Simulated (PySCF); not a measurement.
# Computed properties of C3H3BrClF, SMILES C/C(Br)=C(\F)Cl

C3H3BrClF, SMILES C/C(Br)=C(\F)Cl. Geometry optimised at B3LYP-D3(BJ)/def2-SVP. The structure was generated by enumeration; whether it is a known compound was not checked. One conformer was computed; it need not be the lowest. All values are computed for the isolated molecule unless a solvent is named; none is compared with measurement here.

**Structure.** The optimised structure has Cs symmetry. All 21 harmonic modes at B3LYP-D3(BJ)/def2-SVP (PySCF) are real, so it is a minimum. With heavy atoms numbered as in [CH3:1]/[C:2]([Br:3])=[C:4](\[F:5])[Cl:6], the shortest bond between them is C4–F5 at 1.334 Å and the longest C2–Br3 at 1.897 Å.

**Vibrations.** The strongest infrared lines (harmonic, unscaled, degenerate partners summed) lie at 1112 cm⁻¹ (114 km/mol, C 63 %, H 29 %), 1203 cm⁻¹ (95 km/mol, C 75 %, F 20 %), 1731 cm⁻¹ (70 km/mol, C 97 %). The softest mode is at 131 cm⁻¹ and the zero-point energy is 33.5 kcal/mol.

**Electronic structure.** PBE0/def2-TZVP (PySCF) places the frontier levels at -7.11 and -0.38 eV, a gap of 6.73 eV, and gives a dipole moment of 1.32 D and a mean polarisability of 68.6 bohr³. PBE/def2-TZVP (PySCF) at the same geometry gives -5.91 and -1.43 eV, so its gap is 2.25 eV narrower. An orbital gap is neither the optical nor the fundamental gap.

**Excitations.** TDDFT-B3LYP/def2-SVPD (PySCF) has S1 at 4.87 eV (255 nm, f = 0.000, dark); the most intense of the 10 singlets computed lies at 6.24 eV (f = 0.31). T1 (TDA) is at 3.96 eV. TDDFT-PBE/def2-SVPD (PySCF) puts S1 at 4.57 eV. No vertical singlet excitation falls in the visible range (under 3.1 eV).

**NMR.** GIAO shifts at B3LYP/pcSseg-1 (PySCF) (non-relativistic, atoms alike by connectivity averaged): ¹³C from 25.6 to 162.9 ppm against TMS; ¹H at 2.5 ppm against TMS; ¹⁹F at -81.6 ppm against CFCl3. Without spin–orbit terms, shifts of atoms bonded to Cl or Br come out too high.

**Solvation.** SMD-ωB97X/def2-SVP (PySCF) gives 0.7 kcal/mol in water, -4.3 kcal/mol in dichloromethane, -3.1 kcal/mol in cyclohexanone (1 M in both phases, gas-phase geometry); of these solvents dichloromethane holds the molecule best.
